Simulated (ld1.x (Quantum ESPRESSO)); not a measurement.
**How hard is this iridium (Ir) TM potential?**

iridium (Ir), norm-conserving Troullier–Martins (Kleinman–Bylander form), made with ld1.x (Quantum ESPRESSO) 7.5 (PBEsol, non-relativistic). Core [Xe], reference 4f14 5d7 6s2 6p0. Waves: 6s (bound): rc 2.35 bohr; 6p (bound, empty): rc 2.55 bohr; 5d (bound): rc 1.70 bohr; 4f (bound): rc 1.05 bohr. Local part: all-electron potential smoothed inside 1.90 bohr (lloc = -2). Core correction: Bessel-smoothed model core inside 0.95 bohr.

The pseudo-atom Hamiltonian at the reference potential is diagonalised in spherical Bessel functions j_l(qr) that vanish at 20 bohr, with q² up to the cutoff. All-electron valence levels (Ry): 6s -0.3760, 6p -0.1021, 5d -0.6581, 4f -5.4539.

**Question.** How do the lowest levels (Ry) of each channel move with the cutoff, and are there ghosts?

**Answer.**

```csv
cutoff (Ry),s #1,s #2,p #1,d #1,d #2,f #1,Σ f·Δε (mRy)
8,-0.3773,-0.0288,-0.1003,-0.0760,0.0673,0.1095,81945.1
25,-0.5713,-0.3758,-0.1019,-0.6162,0.0587,0.1095,78162.0
50,-0.5749,-0.3760,-0.1021,-0.6580,0.0585,0.1095,77869.1
100,-0.5749,-0.3760,-0.1021,-0.6581,0.0585,0.1095,77868.3
180,-0.5749,-0.3760,-0.1021,-0.6581,0.0585,-2.3169,43898.5
400,-0.5749,-0.3760,-0.1021,-0.6581,0.0585,-5.4525,0.0
```

Result: ghost state, extra bound levels that the all-electron valence spectrum of the same l lacks: s at -7.8 eV (a true bound ghost makes a file unfit for plane-wave use); 10 mRy is reached at over 300 Ry and 1 mRy at over 300 Ry.

4 of 7 tests not solved or not reliable.
